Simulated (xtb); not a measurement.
C3H5 (SMILES [CH-]1CC1), charge -1, singlet, from a rough starting geometry; GFN2-xTB in xtb 6.7.1.

Input for xtb:
```
$ xtb mol.xyz --gfn 2 --chrg -1 --opt vtight --json

# file mol.xyz
8

C      0.01952521     1.04384426     0.12467248
C      0.71521398    -0.18796576     0.10133261
C     -0.76808072    -0.24927923     0.06900000
H     -0.03315448     1.61342023    -0.83317580
H      1.29274917    -0.51220604    -0.80506682
H      1.29208388    -0.58394367     1.10285569
H     -1.29280269    -0.54202036     1.07614812
H     -1.30209738    -0.61381202    -0.80196432
```

Task: Write the output that xtb gives for this input, abridged.

Result: 
```
   ID    Z sym.   atoms
    1    6 C      1-3
    2    1 H      4-8

           -------------------------------------------------
          |                Calculation Setup                |
           -------------------------------------------------

           -------------------------------------------------
          |                 G F N 2 - x T B                 |
           -------------------------------------------------

          ...................................................
          :                      SETUP                      :
          :.................................................:
          :  # basis functions                  17          :
          :  # atomic orbitals                  17          :
          :  # shells                           11          :
          :  # electrons                        18          :
          :  max. iterations                   250          :
          :  Hamiltonian                  GFN2-xTB          :
          :  restarted?                      false          :
          :  GBSA solvation                  false          :
          :  PC potential                    false          :
          :  electronic temp.          300.0000000     K    :
          :  accuracy                    1.0000000          :
          :  -> integral cutoff          0.2500000E+02      :
          :  -> integral neglect         0.1000000E-07      :
          :  -> SCF convergence          0.1000000E-05 Eh   :
          :  -> wf. convergence          0.1000000E-03 e    :
          :  Broyden damping             0.4000000          :
          :  net charge                         -1          :
          :  unpaired electrons                  0          :
          ...................................................

 iter      E             dE          RMSdq      gap      omega  full diag
   1     -9.0427743 -0.904277E+01  0.426E+00    7.91       0.0  T
   2     -9.1197538 -0.769795E-01  0.257E+00    6.64       1.0  T
   3     -9.1239034 -0.414967E-02  0.140E+00    7.10       1.0  T
   4     -9.1240307 -0.127313E-03  0.294E-01    7.08       1.0  T
   5     -9.1240880 -0.572192E-04  0.747E-02    7.09       1.0  T
   6     -9.1240890 -0.100507E-05  0.352E-02    7.09       1.0  T
   7     -9.1240903 -0.129858E-05  0.575E-03    7.09       6.2  T
   8     -9.1240903 -0.181435E-07  0.200E-03    7.10      17.7  T
   9     -9.1240903 -0.123596E-07  0.342E-04    7.10     103.5  T
  10     -9.1240903 -0.206839E-10  0.457E-05    7.10     773.6  T

   *** convergence criteria satisfied after 10 iterations ***

         :::::::::::::::::::::::::::::::::::::::::::::::::::::
         ::                     SUMMARY                     ::
         :::::::::::::::::::::::::::::::::::::::::::::::::::::
         :: total energy              -9.003476877197 Eh    ::
         :: gradient norm              0.113516006129 Eh/a0 ::
         :: HOMO-LUMO gap              7.095054316417 eV    ::
         ::.................................................::
         :: SCC energy                -9.124089909060 Eh    ::
         :: -> isotropic ES            0.135040398015 Eh    ::
         :: -> anisotropic ES          0.007378169521 Eh    ::
         :: -> anisotropic XC          0.004409953419 Eh    ::
         :: -> dispersion             -0.004323143293 Eh    ::
         :: repulsion energy           0.120613031864 Eh    ::
         :: add. restraining           0.000000000000 Eh    ::
         :: total charge              -1.000000000000 e     ::
         :::::::::::::::::::::::::::::::::::::::::::::::::::::

      -----------------------------------------------------------
     |                   =====================                   |
     |                        A N C O P T                        |
     |                   =====================                   |
     |               Approximate Normal Coordinate               |
[...]
 * total energy  :    -9.0034769 Eh     change       -0.4865441E-11 Eh
 * total energy  :    -9.0167746 Eh     change       -0.1329771E-01 Eh
 * total energy  :    -9.0194250 Eh     change       -0.2650451E-02 Eh
 * total energy  :    -9.0199299 Eh     change       -0.5048589E-03 Eh
 * total energy  :    -9.0200067 Eh     change       -0.7678059E-04 Eh
 * total energy  :    -9.0200184 Eh     change       -0.1171508E-04 Eh
 * total energy  :    -9.0200195 Eh     change       -0.1072331E-05 Eh
 * total energy  :    -9.0200199 Eh     change       -0.4315213E-06 Eh
 * total energy  :    -9.0200200 Eh     change       -0.1263188E-06 Eh
 * total energy  :    -9.0200200 Eh     change       -0.1775124E-07 Eh
   *** GEOMETRY OPTIMIZATION CONVERGED AFTER 10 ITERATIONS ***
         :: total energy              -9.020020045045 Eh    ::
[...]
      -------------------------------------------------------------
         1        2.0000           -0.3676435             -10.0041
         2        2.0000           -0.3245186              -8.8306
         3        2.0000           -0.2900123              -7.8916
         4        2.0000           -0.2740114              -7.4562
         5        2.0000           -0.2195822              -5.9751
         6        2.0000           -0.2191076              -5.9622
         7        2.0000           -0.1504409              -4.0937
         8        2.0000           -0.1346592              -3.6643
         9        2.0000           -0.0470520              -1.2803 (HOMO)
        10                          0.2219279               6.0390 (LUMO)
        11                          0.3182338               8.6596
        12                          0.3442039               9.3663
        13                          0.3532863               9.6134
        14                          0.4715791              12.8323
        15                          0.5197571              14.1433
        16                          0.5332480              14.5104
        17                          0.5400621              14.6958
      -------------------------------------------------------------
                  HL-Gap            0.2689799 Eh            7.3193 eV
             Fermi-level            0.0874380 Eh            2.3793 eV

     #   Z          covCN         q      C6AA      α(0)
     1   6 C        2.867    -0.334    37.477    10.035
     2   6 C        3.798    -0.039    21.281     6.568
     3   6 C        3.798    -0.039    21.281     6.568
     4   1 H        0.915    -0.167     8.610     4.590
     5   1 H        0.922    -0.113     6.038     3.843
     6   1 H        0.924    -0.097     5.471     3.658
     7   1 H        0.924    -0.097     5.471     3.658
     8   1 H        0.922    -0.113     6.038     3.843

 Mol. C6AA /au·bohr⁶  :        774.743727
 Mol. C8AA /au·bohr⁸  :      15851.099365
 Mol. α(0) /au        :         42.763002

Wiberg/Mayer (AO) data.
largest (>0.10) Wiberg bond orders for each atom

 ---------------------------------------------------------------------------
     #   Z sym  total        # sym  WBO       # sym  WBO       # sym  WBO
 ---------------------------------------------------------------------------
     1   6 C    2.921 --     3 C    0.956     2 C    0.956     4 H    0.952
     2   6 C    3.872 --     3 C    0.981     6 H    0.971     5 H    0.958
                             1 C    0.956
     3   6 C    3.872 --     2 C    0.981     7 H    0.971     8 H    0.958
                             1 C    0.956
     4   1 H    0.972 --     1 C    0.952
     5   1 H    0.987 --     2 C    0.958
     6   1 H    0.991 --     2 C    0.971
     7   1 H    0.991 --     3 C    0.971
     8   1 H    0.987 --     3 C    0.958
 ---------------------------------------------------------------------------

Topologies differ in total number of bonds
Writing topology from bond orders to xtbtopo.mol

molecular dipole:
                 x           y           z       tot (Debye)
 q only:        0.026      -0.709       0.094
   full:        0.035      -1.439      -0.433       3.822
molecular quadrupole (traceless):
                xx          xy          yy          xz          yz          zz
 q only:        0.096       0.033      -1.409      -0.016       0.872       1.313
  q+dip:        0.552       0.086      -3.384       0.018      -1.208       2.832
   full:        1.012       0.093      -3.532       0.023      -1.493       2.520

optimized geometry written to: xtbopt.xyz

           -------------------------------------------------
          | TOTAL ENERGY               -9.020020045045 Eh   |
          | GRADIENT NORM               0.000043167271 Eh/α |
          | HOMO-LUMO GAP               7.319314768397 eV   |
           -------------------------------------------------

normal termination of xtb
```
